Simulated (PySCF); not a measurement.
Molecule: SMILES CC#CC1=CCC1=O, C7H6O.

Bonds (- single, = double, # triple, : aromatic): C1-C2, C2#C3, C3-C4, C4=C5, C5-C6, C6-C7, C7=O8, C7-C4. C1 carries H9, H10, H11; C5 carries H12; C6 carries H13, H14.

Frames of a GFN2-xTB Langevin trajectory at 200 K; GIAO PBE0/pcSseg-1 shieldings in PySCF 2.14, gas phase, non-relativistic; equivalent atoms averaged within each frame.

Scale: 13C (σref 186.93) and 1H (σref 31.72) against TMS; 17O (σref 336.08) against H2O (reference shieldings calculated alike). The references are static minima.

**Question.** How do the shifts (ppm) fluctuate along the trajectory?

**Answer.** 
```
         time (fs)     C7     C5     C4     C2    C3    C6   C1     O8   H12  H13/H14
               250  187.3  162.1  138.6  112.2  75.3  56.1  6.0  578.8  8.03     4.00
               425  191.7  176.2  148.5  106.9  79.1  56.0  4.7  618.4  8.38     4.07
               625  182.1  164.8  148.6  108.6  76.9  50.7  3.5  559.0  7.65     3.88
               800  186.5  163.6  140.2  109.8  78.8  57.7  7.4  577.4  8.28     3.57
              1000  185.0  173.2  141.1  100.8  76.3  51.3  5.7  596.4  8.21     3.08
    mean of frames  186.5  168.0  143.4  107.7  77.3  54.4  5.5  586.0  8.11     3.72
standard deviation    3.5    6.3    4.8    4.3   1.6   3.1  1.5   22.4  0.28     0.41
```

5 frames give an uncertainty of the mean of about the standard deviation over 2.2 at best, since frames this close in time may not be independent; classical motion lacks zero-point vibration, and the reference would need the same averaging.
